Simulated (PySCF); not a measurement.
Species: 3-methoxythiophene, C5H6OS.
Z-matrix (Å and degrees, GFN2-xTB geometry), rows numbered from 1:
```
C 
O   1  1.4063
C   2  1.3577  1  116.76
C   3  1.4248  2  119.53  1   179.07
C   4  1.3530  3  112.44  2  -179.66
S   5  1.7179  4  112.24  3    -0.12
C   3  1.3627  2  128.06  1    -0.75
H   1  1.0951  2  111.28  3    61.58
H   1  1.0951  2  111.31  3   -60.36
H   1  1.0886  2  106.04  3  -179.35
H   4  1.0737  3  122.54  2     0.42
H   5  1.0712  4  128.36  3   179.84
H   7  1.0706  3  129.57  2    -0.41
```

Theory: CAM-B3LYP/def2-SVPD in PySCF (dipole) on a GFN2-xTB geometry, gas phase.

Take the most abundant isotopes and a rigid rotor. The values belong to one conformer with, in the numbering `[CH3:1][O:2][c:3]1[cH:4][cH:5][s:6][cH:7]1`, C1–O2–C3–C4 179°.

Question: Give the principal moments of inertia and the rotational constants in MHz.

Answer: Ia = 87.92, Ib = 323.60, Ic = 408.30 u·Å²; 505379 MHz·u·Å²/I gives A = 5748, B = 1562, C = 1238 MHz.

Question: Classify the top.

Answer: An asymmetric top: κ = (2 × 1562 − 5748 − 1238)/(5748 − 1238) = -0.86.

Question: Is it planar, by Δ = Ic − Ia − Ib?

Answer: Not planar: Δ = Ic − Ia − Ib = -3.22 u·Å². For a rigid frame Δ = −2 Σ m c², so Σ m c² = 1.61 u·Å² lies off the ab plane, practically all of it from hydrogen. The atom farthest from that plane is 0.90 Å away.

Question: Give the coordinates in the principal-axis frame, origin at the centre of mass.

Answer: The sense of each axis is arbitrary; atoms in the order of the calculation.
```tsv
atom	mass (u)	a (Å)	b (Å)	c (Å)
C1	12.000	2.779	-0.626	0.009
O2	15.995	1.952	0.511	-0.005
C3	12.000	0.612	0.293	-0.006
C4	12.000	-0.280	1.404	0.000
C5	12.000	-1.579	1.023	0.006
S6	31.972	-1.755	-0.686	0.001
C7	12.000	-0.045	-0.901	-0.008
H8	1.008	2.622	-1.244	-0.881
H9	1.008	2.603	-1.235	0.903
H10	1.008	3.802	-0.255	0.019
H11	1.008	0.064	2.421	-0.002
H12	1.008	-2.453	1.642	0.013
H13	1.008	0.349	-1.896	-0.015
```

Question: List the rotational levels J(Ka,Kc) to J = 4 (K).

Answer: Above 0(0,0), as E/k:
J = 1: 1(0,1) 0.134, 1(1,1) 0.335, 1(1,0) 0.351
J = 2: 2(0,2) 0.402, 2(1,2) 0.588, 2(1,1) 0.635, 2(2,1) 1.238, 2(2,0) 1.239
J = 3: 3(0,3) 0.802, 3(1,3) 0.968, 3(1,2) 1.061, 3(2,2) 1.641, 3(2,1) 1.645, 3(3,1) 2.685, 3(3,0) 2.685
J = 4: 4(0,4) 1.331, 4(1,4) 1.472, 4(1,3) 1.628, 4(2,3) 2.178, 4(2,2) 2.191, 4(3,2) 3.224, 4(3,1) 3.224, 4(4,1) 4.684, 4(4,0) 4.684
The levels of one J sum to (2J + 1)J(J + 1)(A + B + C)/3.

Question: Which types of transition are allowed, and where do some lines up to J = 5 fall?

Answer: The dipole components are |μa| = 0.82 D, |μb| = 0.66 D, |μc| = 0.00 D; the mirror of this Cs structure is the ab plane, so μc vanishes by symmetry (the 0.02 D computed is a residue) and there are no c-type lines. The squared components, which scale the intensities, stand as 1.00 : 0.65 (a : b). Some lines, for components of 0.1 D or more:

```tsv
type	branch	J(Ka,Kc)	MHz	lower level (cm⁻¹)
a	Q	1(1,0) ← 1(1,1)	324	0.233
a	Q	5(2,3) ← 5(2,4)	613	1.979
a	Q	2(1,1) ← 2(1,2)	972	0.409
b	Q	1(1,0) ← 1(0,1)	4511	0.093
a	Q	5(1,4) ← 5(1,5)	4842	1.461
b	Q	3(1,2) ← 3(0,3)	5399	0.557
b	Q	4(1,3) ← 4(0,4)	6186	0.925
b	R	1(1,1) ← 0(0,0)	6986	0.000
a	R	3(2,2) ← 2(2,1)	8398	0.860
a	R	4(3,1) ← 3(3,0)	11236	1.866
b	Q	5(2,3) ← 5(1,4)	11311	1.622
a	R	4(2,2) ← 3(2,1)	11361	1.144
b	Q	4(2,2) ← 4(1,3)	11730	1.131
b	Q	2(2,0) ← 2(1,1)	12578	0.441
a	R	5(1,4) ← 4(1,3)	14721	1.131
b	R	5(1,5) ← 4(0,4)	16066	0.925
b	R	2(2,0) ← 1(1,1)	18825	0.233
b	R	5(2,3) ← 4(1,4)	29268	1.023
b	R	3(3,0) ← 2(2,1)	30154	0.860
b	R	4(3,1) ← 3(2,2)	32991	1.141
b	R	5(3,3) ← 4(2,2)	35589	1.522
b	R	4(4,1) ← 3(3,0)	41642	1.866
b	R	5(4,1) ← 4(3,2)	44448	2.241
b	R	5(5,0) ← 4(4,1)	53139	3.255
```

Question: Estimate the classical rotational partition function at 10 K, 50 K and 500 K.

Answer: Point group Cs, symmetry number σ = 1; q = (√π/σ)·√((kT/h)³/(ABC)), k/h = 20836.6 MHz/K: 1600 at 10 K, 17900 at 50 K, 565000 at 500 K.

Stationary, but not proved a minimum. Zero-point vibration and centrifugal distortion are left out. A rigid rotor knows nothing of internal rotation, which can split or shift real lines.
